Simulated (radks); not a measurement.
Problem. Radial electron density D(r) = 4 pi r^2 rho(r) of an atom or ion with 28 electrons. All-electron calculation, non-relativistic Kohn-Sham, HCTH/407, spin-unpolarised, spherical densities, point nucleus. Program: a radial shooting solver on a logarithmic mesh with Libxc functionals.

```
   r/bohr * D(r) (the largest magnitude, 39.9, reaches the edge; | marks zero)
 0.004008 |   *
 0.004592 |    *
 0.005303 |     *
 0.006075 |      *
 0.007016 |        *
 0.008039 |           *
 0.009284 |             *
  0.01064 |                 *
  0.01219 |                    *
  0.01407 |                        *
  0.01612 |                            *
  0.01862 |                                 *
  0.02133 |                                     *
  0.02464 |                                         *
  0.02823 |                                            *
   0.0326 |                                               *
  0.03735 |                                               *
  0.04313 |                                              *
  0.04941 |                                             *
  0.05707 |                                          *
  0.06538 |                                       *
  0.07491 |                                      *
  0.08651 |                                      *
  0.09911 |                                        *
   0.1145 |                                             *
   0.1311 |                                                 *
   0.1514 |                                                     *
   0.1735 |                                                      *
   0.2004 |                                                   *
   0.2296 |                                            *
   0.2651 |                                    *
   0.3038 |                             *
    0.348 |                        *
   0.4019 |                        *
   0.4605 |                          *
   0.5318 |                             *
   0.6093 |                              *
   0.7036 |                             *
   0.8061 |                        *
    0.931 |                   *
    1.067 |             *
    1.232 |        *
    1.411 |     *
     1.63 |   *
    1.867 | *
    2.139 |*
    2.471 |*
    2.831 *
    3.269 *
    3.745 *
    4.325 *
    4.955 *
    5.723 *
    6.557 *
```

What is the nuclear charge?

Solution. Z = 29. The innermost maximum, from 1s, lies near 1/Z = 0.0345 bohr (found: 0.0373), and its height grows with Z. The density is that of the copper ion Cu+ in [Ar] 3d10; the configuration itself is not fixed sharply by these data, and Z only to about a unit. D(r) has 3 maxima, at r = 0.0373, 0.168, 0.604 bohr, and minima at 0.0792, 0.380 bohr, inside which lie 2.10, 10.89 electrons.
